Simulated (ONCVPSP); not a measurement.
## u(r) = r·R(r): atom against pseudo-atom (calcium)

Columns: radius, all-electron u(r) and pseudo u(r) of the 3s shell (level -46.82 eV) of calcium in the configuration [Ne] 3s2 3p6 4s2; LDA (Perdew-Zunger), scalar-relativistic, ONCV scheme, ONCVPSP 4.0.1.

```tsv
r (bohr)	all-electron	pseudo
0.103	-0.0105	0.1449
0.205	-0.4920	0.2861
0.308	-0.4675	0.4235
0.410	-0.1547	0.5512
0.513	0.2279	0.6678
0.615	0.5582	0.7670
0.718	0.8012	0.8469
0.820	0.9493	0.9026
0.923	1.0198	0.9337
1.025	1.0296	0.9391
1.128	0.9971	0.9205
1.230	0.9379	0.8816
1.332	0.8632	0.8265
1.435	0.7806	0.7595
1.538	0.6966	0.6860
1.640	0.6160	0.6115
1.743	0.5394	0.5379
1.845	0.4697	0.4694
1.948	0.4061	0.4061
2.050	0.3500	0.3500
2.153	0.3000	0.2999
2.255	0.2566	0.2566
2.358	0.2185	0.2185
2.460	0.1859	0.1859
2.562	0.1578	0.1578
2.665	0.1335	0.1335
```

**Question.** How many radial nodes do the two functions have?

**Answer.** The all-electron 3s function has n − l − 1 = 2 (the table is too coarse to show those close to the nucleus); the pseudo-wave has 0, since the states of the same l below it are removed with the core.

**Question.** At about which radius was the pseudo-wave matched?

**Answer.** 2.05 bohr. The columns agree to 0.0005 from 1.84 bohr on; several derivatives are matched, so the curves merge somewhat inside the radius.

**Question.** Is the pseudo-wave norm-conserving?

**Answer.** Yes: the ONCV scheme keeps the norm inside the radius equal to the all-electron one, which fixes the energy derivative of the logarithmic derivative at the level.
